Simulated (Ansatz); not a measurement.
Consider the substitution at a C–C bond: `C/[C]([AlH2])=C\O` + `N[SiH2]CCl` → `CN[SiH2]CCl` + `O/C=[CH]\[AlH2]`.

Isolated molecules relaxed with PBE0-D4/def2-TZVP in Ansatz; ΔE leaves out vibrations. CBS: MP2 limit from def2 TZ/QZ plus the TZ coupled-cluster correction, frozen cores. Double bonds are as drawn, so ΔE can hold a change between cis and trans. Functionals use def2-TZVPP. One conformer a species, not always the lowest.

| level | ΔE (kcal/mol) |
| --- | --- |
| r2SCAN-D4 | 9.9 |
| PBE0 | 9.6 |

Problem. What does CCSD(T)/CBS give? (Best estimate.)

Solution. Computed: +10.4 kcal/mol. The listed levels differ from it by -0.5, -0.8 kcal/mol.

Largest T1 diagnostic among the species: 0.013.

In def2-TZVPP, CCSD(T) changes the Hartree–Fock value by +1.8 kcal/mol (the triples alone add +0.2 kcal/mol) and MP2 by +2.9 kcal/mol.

CCSD(T)/CBS has its own doubt, a few kJ/mol and more with outer-core shells, so smaller differences from it don't rank the levels.
